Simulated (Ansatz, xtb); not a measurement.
## Relative energy of two isomers of C5H10O2

Structure I is `CO[C@@]1(C)CCO1`, a singlet and structure II is `CO[C@@H]1C[C@H](C)O1`, a singlet. Both are isolated molecules in the gas phase, relaxed with r2SCAN-D4/def2-SVP, each in the lowest conformer that the search found.

Quicker runs give these differences E(II) − E(I): GFN2-xTB −0.64 kcal/mol; HF/STO-3G −0.31 kcal/mol (at GFN2-xTB geometries); r2SCAN-D4/def2-SVP//GFN2-xTB −0.33 kcal/mol.

**Question.** Estimate E(II) − E(I) at the level CCSD(T)/def2-SVP + ΔMP2/def2-TZVPP.

**Answer.** CCSD(T)/def2-SVP + ΔMP2/def2-TZVPP gives E(II) − E(I) = −0.14 kcal/mol, slightly favouring structure II, which is too small a margin to settle the true order.

Level by level:

```csv
level,geometry,E(II) − E(I) (kcal/mol),departure from the last row (kcal/mol),"job, with rough time for the two"
GFN2-xTB,GFN2-xTB,−0.64,−0.50,"optimisation, 0.18 s"
HF/STO-3G,GFN2-xTB,−0.31,−0.17,"single point, 0.5 s"
r2SCAN-D4/def2-SVP//GFN2-xTB,GFN2-xTB,−0.33,−0.19,"single point, 3.5 s"
r2SCAN-D4/def2-SVP,r2SCAN-D4/def2-SVP,−0.18,−0.04,"optimisation, 29 s"
HF/def2-SVP,r2SCAN-D4/def2-SVP,−1.50,−1.36,part of the CCSD(T) run
MP2/def2-SVP,r2SCAN-D4/def2-SVP,−0.12,+0.02,part of the CCSD(T) run
CCSD(T)/def2-SVP,r2SCAN-D4/def2-SVP,−0.16,−0.02,single point
CCSD(T)/def2-SVP + ΔMP2/def2-TZVPP,r2SCAN-D4/def2-SVP,−0.14,,"single point, 86 s"
```

As drawn, both hold the same kinds of bond in the same numbers.

The largest departure from CCSD(T)/def2-SVP + ΔMP2/def2-TZVPP is that of HF/def2-SVP, 1.36 kcal/mol. The last row adds to CCSD(T) the change of the MP2 difference between the two basis sets, here +0.02 kcal/mol.

With thermal terms from frequencies at re-optimised GFN2-xTB minima (ideal gas, soft modes damped towards free rotors, one conformer each, 298.15 K, 1 atm): the zero-point term adds +0.30 kcal/mol; ΔH is +0.11 and ΔG +0.07 kcal/mol.

The correlated steps freeze 7 core orbitals. Programs: Ansatz 0.2.0, xtb 6.7.1; the last row on 2 threads of Intel(R) Xeon(R) Gold 6455B (Sapphire Rapids) on a shared host.
